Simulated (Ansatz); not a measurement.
`[CH2][Ga]([CH3])[F]`, charge 0, multiplicity 2.

Problem. Give a relaxed structure at PBE0-D4/def2-TZVP (the Gaussian-basis code of Ansatz). (Best estimate.)

Solution. Computed: 
Cartesian coordinates in Å:
```
C -1.178 1.516 -0.523
Ga 0.155 0.128 -0.487
C 0.689 -1.197 0.838
F 1.083 0.059 -1.994
H -1.853 1.726 0.301
H -1.311 2.159 -1.389
H 1.751 -1.083 1.062
H 0.545 -2.200 0.430
H 0.119 -1.108 1.763
```
Point group Cs.
This is one stationary point; other conformers may exist.
